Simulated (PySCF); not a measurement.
C10H8OS, SMILES c1c(-c2cccs2)ccc(O)c1, GFN2-xTB optimised geometry.

```
20

O      2.97    -3.40     0.00
C      2.07    -2.38     0.00
C      0.70    -2.59    -0.10
C     -0.17    -1.53    -0.10
C      0.29    -0.22     0.00
C     -0.62     0.91     0.00
C     -1.99     0.91     0.00
C     -2.56     2.20     0.00
C     -1.62     3.18     0.00
S     -0.02     2.54     0.00
C      1.67    -0.01     0.09
C      2.55    -1.07     0.09
H      2.51    -4.24    -0.07
H      0.32    -3.60    -0.17
H     -1.23    -1.72    -0.18
H     -2.59     0.01     0.01
H     -3.62     2.39     0.00
H     -1.76     4.24     0.00
H      2.05     0.99     0.17
H      3.62    -0.91     0.16
```

Density from PySCF with CAM-B3LYP/def2-SVP at that geometry.

Minimum of the electron density along straight lines between bonded atoms, close to the bond critical point (lines longer than 1.1 times the sum of covalent radii, or with two minima, are not listed):

| bond | length / Å | ρ at the minimum / e bohr⁻³ | ∇²ρ there / e bohr⁻⁵ | position (fraction from the first atom) |
|---|---|---|---|---|
| O1–C2 | 1.359 | 0.288 | (withheld) | 0.67 |
| C2–C3 | 1.390 | 0.314 | -0.82 | 0.52 |
| C3–C4 | 1.380 | 0.315 | -0.81 | 0.50 |
| C4–C5 | 1.396 | 0.307 | -0.78 | 0.50 |
| C5–C6 | 1.448 | 0.280 | -0.70 | 0.49 |
| C6–C7 | 1.370 | 0.320 | -0.80 | 0.51 |
| C7–C8 | 1.409 | 0.300 | -0.76 | 0.50 |
| C8–C9 | 1.357 | 0.326 | -0.84 | 0.49 |
| C6–S10 | 1.743 | 0.209 | -0.44 | 0.47 |
| C9–S10 | 1.717 | 0.219 | -0.49 | 0.47 |
| C5–C11 | 1.398 | 0.307 | -0.78 | 0.50 |
| C2–C12 | 1.392 | 0.314 | -0.83 | 0.52 |
| C11–C12 | 1.377 | 0.317 | -0.82 | 0.50 |
| O1–H13 | 0.965 | (withheld) | (withheld) | 0.81 |
| C3–H14 | 1.083 | 0.279 | -1.04 | 0.63 |
| C4–H15 | 1.078 | 0.285 | -1.10 | 0.63 |
| C7–H16 | 1.075 | 0.284 | -1.09 | 0.63 |
| C8–H17 | 1.076 | 0.284 | -1.10 | 0.64 |
| C9–H18 | 1.072 | 0.286 | -1.13 | 0.65 |
| C11–H19 | 1.080 | 0.285 | -1.10 | 0.63 |
| C12–H20 | 1.078 | 0.284 | -1.10 | 0.64 |

Task: What belongs in the gaps?

Result: 
- O1–C2, ∇²ρ there / e bohr⁻⁵: -0.34
- O1–H13, ρ at the minimum / e bohr⁻³: 0.354
- O1–H13, ∇²ρ there / e bohr⁻⁵: -2.29
